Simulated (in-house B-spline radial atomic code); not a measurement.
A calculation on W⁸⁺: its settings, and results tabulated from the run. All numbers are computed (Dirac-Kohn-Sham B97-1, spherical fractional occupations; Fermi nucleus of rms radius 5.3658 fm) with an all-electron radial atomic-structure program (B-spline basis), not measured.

Command:
```bash
python run_scf.py task.json out
```
Settings (nuclear radius in fm, mass in u):
```
Z                74
configuration    [Kr] 4d10 4f14 5s2 5p4
hamiltonian      dirac
method           b97_1
spin_polarised   False
nucleus          fermi
rms_radius       5.3658
atomic_mass      183.95093
speed_of_light   137.035999084
```

Output (hartree, bohr):
```
 radial grid: 66 intervals, B-splines of order 8, outer radius 16.6667 bohr

 iter        energy (Eh)    residual
    1      -16110.526926    1.02e+00
    2      -16116.413241    1.54e+00
    3      -16145.086396    1.74e-01
    4      -16145.372509    6.58e-02
    5      -16145.415397    1.96e-02
    6      -16145.417931    5.88e-03
    7      -16145.418591    1.24e-03
    8      -16145.418606    7.16e-05
    9      -16145.418606    2.89e-06
   10      -16145.418606    1.91e-08

 total energy                    -16145.41861
 kinetic                           18180.9861
 electron-nucleus                 -40031.9070
 Hartree                            6026.0392
 exact exchange                      -65.8987
 exchange-correlation               -254.6383

 first-order corrections (not in the total)
   Gaunt                            19.2313
   retardation                      -2.0373
   frequency dependence             -0.3297
   self-energy                      14.0182
   Uehling                          -2.6315
   Wichmann-Kroll                    0.1045
   recoil                            0.0297

 orbital      occ     eigenvalue          <r>       <r^2>       <1/r>     <1/r^2>       r_max    small
 1s1/2      2.000     -2558.2967    0.0183491 0.000463158      87.038     18205.3     0.01146  7.79e-02
 2s1/2      2.000      -446.1088    0.0769411  0.00706154     21.1852     2477.14     0.06587  1.76e-02
 2p1/2      2.000      -426.6602    0.0636719  0.00504509     21.1445     782.017     0.04898  1.77e-02
 2p3/2      4.000      -376.9360    0.0716184  0.00624419     17.7667     431.126     0.05581  1.60e-02
 3s1/2      2.000      -106.5788     0.200492   0.0460984     7.77877     556.667      0.1855  5.81e-03
 3p1/2      2.000       -97.9154     0.190537   0.0423195     7.69259     178.597      0.1737  5.75e-03
 3p3/2      4.000       -87.1274      0.20525   0.0488912     6.81968     99.9457      0.1877  5.26e-03
 3d3/2      4.000       -72.5738     0.179652   0.0379182     6.71093     56.4418       0.147  5.14e-03
 3d5/2      6.000       -70.2307      0.18418   0.0397226     6.50472     52.2869      0.1509  5.01e-03
 4s1/2      2.000       -25.6856     0.449549    0.228373     3.26506     138.461      0.4211  1.91e-03
 4p1/2      2.000       -22.0836     0.454821    0.235671     3.15438     43.4744      0.4209  1.82e-03
 4p3/2      4.000       -19.5743     0.487721    0.270661     2.85302     24.4301      0.4505  1.63e-03
 4d3/2      4.000       -13.6551     0.504287    0.294714     2.63917     12.6772      0.4473  1.44e-03
 4d5/2      6.000       -13.1905     0.515583    0.307857     2.56651     11.7077      0.4567  1.39e-03
 4f5/2      6.000        -5.7417     0.584192    0.418805     2.13491     5.77366      0.4254  1.01e-03
 4f7/2      8.000        -5.6563     0.592031    0.430136      2.1062     5.61289      0.4304  9.86e-04
 5s1/2      2.000        -7.1630      1.02595     1.17481     1.31767     27.3381      0.9494  4.68e-04
 5p1/2      1.333        -5.9618      1.10091     1.35742     1.21287     7.99757       1.007  4.07e-04
 5p3/2      2.667        -5.5239      1.17381     1.54102     1.12027     4.65035       1.077  3.65e-04
```

Time taken, with all properties: 4 s on 1 thread of Arm Neoverse N1 (shared host).

For the Dirac Hamiltonian the kinetic term is c α·p + (β - 1)c².

Caution: exact exchange at fractional occupations of open shells leaves self-interaction of up to several eV.
